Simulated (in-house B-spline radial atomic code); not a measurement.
The numbers below are computed, except where a source is named.
**What the choice of pseudopotential does to G0W0 on PBE0: Cd⁺**

All numbers come from a B-spline radial code for spherical atoms, non-relativistic (model numbers for so heavy an element), configuration [Kr] 4d10 5s1, open shells at high spin. Semilocal Troullier-Martins pseudo-atoms, one channel per l, are made with PBE or LDA for several valence sets and radii, with or without a model core, and set against the all-electron atom. One channel fits only the lowest state of its l, so a second state of that l is approximate. All electrons give 5s up: PBE0 -13.462 eV, G0W0 -16.557 eV, 4d down: PBE0 -23.247 eV, G0W0 -27.847 eV. Potentials are made in the ion's own configuration unless the neutral atom is named, and a smooth local potential serves every l without a channel. Potentials that miss their own reference levels by more than 6 millihartree, or need radii over 3.5 bohr, are left out. Columns give pseudo minus all-electron, in eV; a dash marks a level in the core or of low weight.

| valence | made with | radii (bohr) | model core (bohr) | 5s up PBE0 | 5s up G0W0 | 4d down PBE0 | 4d down G0W0 |
| --- | --- | --- | --- | --- | --- | --- | --- |
| 4d 5s | PBE | s 1.88 p 2.34 d 0.78 | none | -0.24 | -0.56 | +0.87 | +2.73 |
| 4d 5s | LDA, neutral atom | s 2.79 p 3.40 d 1.12 | none | -0.30 | -0.66 | +0.73 | +2.81 |
| 4d 5s | PBE, neutral atom | s 1.95 p 2.69 d 0.78 | 0.80 | -0.28 | -0.62 | +1.33 | +3.27 |
| 4d 5s | PBE, neutral atom | s 2.20 p 3.02 d 0.88 | 0.80 | -0.29 | -0.62 | +1.34 | +3.32 |
| 4p 4d 5s | PBE | s 1.88 p 0.69 d 0.78 | none | -0.38 | -1.07 | +0.29 | +0.84 |
| 4p 4d 5s | LDA, neutral atom | s 2.19 p 0.78 d 0.88 | none | -0.36 | -1.01 | +0.25 | +0.80 |
| 4p 4d 5s | PBE, neutral atom | s 2.44 p 0.86 d 0.97 | none | -0.37 | -1.03 | +0.32 | +0.91 |
| 4p 4d 5s | PBE, neutral atom | s 3.17 p 1.12 d 1.26 | none | -0.47 | -1.36 | +0.38 | +1.18 |
| 4p 4d 5s | LDA, neutral atom | s 2.19 p 0.78 d 0.88 | 0.60 | -0.41 | -1.07 | +0.38 | +0.94 |
| 4p 4d 5s | PBE, neutral atom | s 2.44 p 0.86 d 0.97 | 0.60 | -0.40 | -1.06 | +0.38 | +0.98 |
| 4p 4d 5s | PBE | s 2.70 p 0.99 d 1.12 | 0.60 | -0.40 | -1.10 | +0.36 | +1.02 |
| 4s 4p 4d 5s | LDA, neutral atom | s 0.83 p 0.86 d 0.97 | none | -0.14 | -0.14 | -0.13 | -0.25 |
| 4s 4p 4d 5s | LDA, neutral atom | s 0.95 p 0.99 d 1.12 | none | -0.13 | -0.12 | -0.12 | -0.22 |
| 4s 4p 4d 5s | LDA, neutral atom | s 0.95 p 0.99 d 1.12 | 0.58 | -0.09 | -0.07 | -0.14 | -0.23 |

Task: How does the G0W0 shift of 5s up, which all sets hold, depend on the valence set?

Result: Mean size: 4s 4p 4d 5s: 0.11 eV; 4d 5s: 0.62 eV; 4p 4d 5s: 1.10 eV. A semicore state feels strong exchange with the other subshells of its n, so the gain is largest when that whole shell is in the valence. A larger valence set can do worse when it takes only part of a shell, whose exchange with the frozen rest is then left to the functional. The means mix radii and the functional used in making the potentials.
